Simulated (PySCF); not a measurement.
Tl(NH2)3 at several levels of theory

Computed with PySCF 2.14.0 (density fitting, no spin-orbit coupling) at the geometry relaxed with PBE0:

```xyz
10
Tl(NH2)3 (singlet; a saddle point, relaxed within its symmetry)
Tl    0.0000    0.0000    0.0000
N     2.1597    0.2426    0.0000
H     2.4843   -0.3104    0.8008
H     2.4843   -0.3104   -0.8008
N    -1.2899    1.7490    0.0000
H    -0.9733    2.3067    0.8008
H    -0.9733    2.3067   -0.8008
N    -0.8697   -1.9916    0.0000
H    -1.5110   -1.9963    0.8008
H    -1.5110   -1.9963   -0.8008
```

| level | basis | state | HOMO (eV) | gap (eV) | charge on Tl1 (e) | dipole about the centre of mass (D) | largest force component (eV/Å) |
| --- | --- | --- | --- | --- | --- | --- | --- |
| PBE0 | Tl def2-SVP with ECP60, N def2-SVP, H def2-SVP | singlet | -6.62 | 5.26 | 0.50 | 0.00 | 0.01 |
| PBE0 | Tl def2-TZVP with ECP60, N def2-TZVP, H def2-TZVP | singlet | -6.86 | 5.21 | 0.73 | 0.00 | 0.29 |

Charges are Mulliken's, which hang on the basis. The relaxation used the grid (50, 194), these runs (75, 302) or, all-electron (x2c bases, spin-free X2C Hamiltonian), (99, 590).

Problem. A further run in the first row's basis gives HOMO (eV) -6.34, gap (eV) 4.71, charge on Tl1 (e) 0.45, dipole about the centre of mass (D) 0.00, largest force component (eV/Å) 0.28. Which level was it?
A. B3LYP
B. r2SCAN

Solution. A. The others give HOMO -5.55 eV (r2SCAN).

In the first row's basis the gap widens with exact exchange: 3.5 eV for r2SCAN (none); 4.7 to 5.3 eV for B3LYP, PBE0 (a fixed share).
